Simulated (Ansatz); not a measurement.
FeS2⁻, relaxed as a doublet with UKS PBE0-D4/def2-TZVPD in Ansatz, starting from the GFN2-xTB geometry. Force threshold 0.02 eV/Å.

The charge -1 doublet is spin-contaminated (final ⟨S²⟩ up to 2.58, 0.75 for a pure state). The highest occupied level of the charge -1 doublet lies above zero (up to 0.11 eV). The electron is either unbound and held by the finite basis, or the level is raised by self-interaction error. The structure comes from a short search, and lower isomers may exist.

Start:

```csv
atom,x (Å),y (Å),z (Å)
Fe1,-0.308,-0.822,0.889
S2,0.910,-0.273,-0.815
S3,-0.602,1.096,-0.073
```

| step | energy (eV) | largest force component (eV/Å) | SCF passes |
| --- | --- | --- | --- |
| 1 | -56046.1687 | 1.195 | 241 |
| 2 | -56046.2307 | 0.720 | 66 |
| 3 (rejected) | -56045.9327 | 3.766 | 54 |
| 4 | -56046.2597 | 0.625 | 56 |
| 5 | -56046.2734 | 0.117 | 43 |
| 6 (rejected) | -56046.2722 | 0.112 | 46 |
| 7 | -56046.2741 | 0.007 | 41 |
| 8 | -56046.2741 | 0.000 | 30 |

Force components are those of the run's own axes.

End:

```tsv
atom	x (Å)	y (Å)	z (Å)
Fe1	-0.316	-0.886	0.940
S2	0.880	-0.224	-0.815
S3	-0.564	1.110	-0.125
```

By distances, no bond broke or formed. The bond that changes most is Fe1–S3, from 2.17 to 2.28 Å (atoms count from 1).

The force fell under the threshold at step 7, but the optimiser went on. No frequencies were taken in this run, so the end may be a saddle point.

It took 3.8 min on 2 threads of AMD EPYC 7571 on a shared host.
